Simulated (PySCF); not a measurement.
C6H8ClF.
Atom-mapped SMILES: `[CH3:1][C:2]1([C@@H:3]([Cl:4])[CH2:5][F:6])[CH:7]=[CH:8]1` (hydrogens: H9, H10, H11 on C1; H12 on C3; H13, H14 on C5; H15 on C7; H16 on C8)

Structure optimised with GFN2-xTB, isolated species.

Give the optimised bond lengths and angles.

| bond | length (Å) | order |
| --- | --- | --- |
| C1–C2 | 1.516 | single |
| C2–C3 | 1.517 | single |
| C3–Cl4 | 1.796 | single |
| C3–C5 | 1.525 | single |
| C5–F6 | 1.372 | single |
| C2–C7 | 1.504 | single |
| C7=C8 | 1.300 | double |
| C2–C8 | 1.503 | single |
| C1–H9, C1–H10, C1–H11 | 1.088 | single |
| C3–H12 | 1.094 | single |
| C5–H13 | 1.094 | single |
| C5–H14 | 1.093 | single |
| C7–H15 | 1.061 | single |
| C8–H16 | 1.062 | single |

Bonds in one row agree within 0.01 Å and their mean is given. Orders are formal, as drawn. A selection of angles:
| angle | degrees |
| --- | --- |
| C1–C2–C3 | 115.4 |
| C1–C2–C7 | 120.1 |
| C1–C2–C8 | 120.0 |
| C3–C2–C7 | 117.4 |
| C3–C2–C8 | 117.7 |
| C7–C2–C8 | 51.2 |
| C2–C3–Cl4 | 110.4 |
| C2–C3–C5 | 114.3 |
| Cl4–C3–C5 | 106.5 |
| C3–C5–F6 | 109.6 |
| C2–C7–C8 | 64.4 |
| C2–C8–C7 | 64.4 |

Dihedral angles: C1–C2–C3–Cl4 -66° (synclinal); C2–C3–C5–F6 61° (synclinal); C1–C2–C7–C8 106° (anticlinal); C1–C2–C8–C7 -106° (anticlinal).

The 3-membered ring C2–C7–C8 has internal angles of 51.2° to 64.4°. Of the pairs four or more bonds apart, C1···H14 is among the closest relative to their van der Waals radii: 2.75 Å, 95 % of the sum of Bondi's values. The 6 C–C bonds span 1.300 Å (C7=C8, drawn double) to 1.525 Å (C3–C5, drawn single), a spread of 0.225 Å.

Point group: C1 (no symmetry element, even within 0.4 Å). No GFN2-xTB frequencies stand behind this structure, so it isn't proved a minimum. One conformer, not necessarily the lowest.

All values are computed, not measured.
